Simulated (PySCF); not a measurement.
Species: C₆H₁₃PS.
SMILES: `CSCPC1CCC1`

Level of theory: PySCF, TDDFT wB97X-D/def2-SVPD, vertical, gas phase, core orbitals frozen in the response. One conformer (not necessarily the lowest) at the PBE0-D3(BJ)/def2-SVP geometry, without solvent, vibrations or thermal averaging. Torsions of this conformer, `[CH3:1][S:2][CH2:3][PH:4][CH:5]1[CH2:6][CH2:7][CH2:8]1`: C1–S2–C3–P4 70°, S2–C3–P4–C5 73°, C3–P4–C5–C6 58°.

Broadening: Gaussians 0.25 eV wide at half height, area fixed by f = 4.319×10⁻⁹ ∫ε dν̃. The cross-section is σ = 3.8235×10⁻²¹ ε cm², given in Mb (10⁻¹⁸ cm²). The width is an assumption, not a result. The curve ends short of the highest state used, and states not computed would add to its high-energy end.

E (eV), σ (Mb) and a bar:
```
     5.10       0.00 
     5.17       0.04 
     5.25       0.25 
     5.32       0.81 #
     5.40       1.82 #
     5.47       2.32 ##
     5.55       1.80 #
     5.62       0.90 #
     5.70       0.24 
     5.77       0.08 
     5.85       0.25 
     5.92       0.93 #
     6.00       2.58 ##
     6.07       4.69 ###
     6.15       9.71 ######
     6.22      20.67 ##############
     6.30      38.41 #########################
     6.37      45.56 ##############################
     6.45      38.08 #########################
     6.52      28.17 ###################
     6.59      20.50 #############
     6.67      11.95 ########
     6.74       6.05 ####
     6.82       4.20 ###
```

Q: Locate the maxima and give the states behind the curve.

A: 226 nm (5.47 eV), ε about 610, made up of S1 (100%); 195 nm (6.37 eV), ε about 12000, made up of S3 (92%) (ε in L mol⁻¹ cm⁻¹; maxima over ε = 5, shares over 10%). At its high-energy end, 6.82 eV, the curve is still rising (ε about 1100, from S5 and S6). The states used: S1 5.47 eV (f 0.0056); S2 6.10 eV (f 0.0089); S3 6.36 eV (f 0.102); S4 6.46 eV (f 0.0045); S5 6.58 eV (f 0.039); S6 6.94 eV (f 0.013); S7 7.20 eV (f 0.026); S8 7.30 eV (f 0.132); S9 7.37 eV (f 0.015); S10 7.42 eV (f 0.0046).

Q: What would ε be at 6.37 eV, the highest of these maxima, with half the width (0.125 eV)?

A: About 21500 L mol⁻¹ cm⁻¹ against 11900, a factor of about 1.8; a lone state at its own centre would give exactly 2.

Q: Coming from long wavelengths, where does ε first pass 100 L mol⁻¹ cm⁻¹?

A: At about 235 nm (5.27 eV), 0.20 eV below S1.

Q: On this curve, what absorbance would a 10⁻⁵ mol/L sample give at 193 nm over a 1 cm path?

A: 193 nm is 6.424 eV, where ε is about 11000 L mol⁻¹ cm⁻¹, so A = ε c l ≈ 0.11 (Beer–Lambert, with the gas-phase spectrum and the assumed width).

All these states lie below the vertical ionisation energy of 8.30 eV (ΔSCF).

Hardware: Arm Neoverse V2, one thread, no GPU, shared host with 32 logical CPUs at a one-minute load of 13. Cost: 4.6 min, 1.3 GiB resident at most.

Without π bonds the low states are Rydberg-like; a valence basis with one diffuse set may place them up to an eV too high.
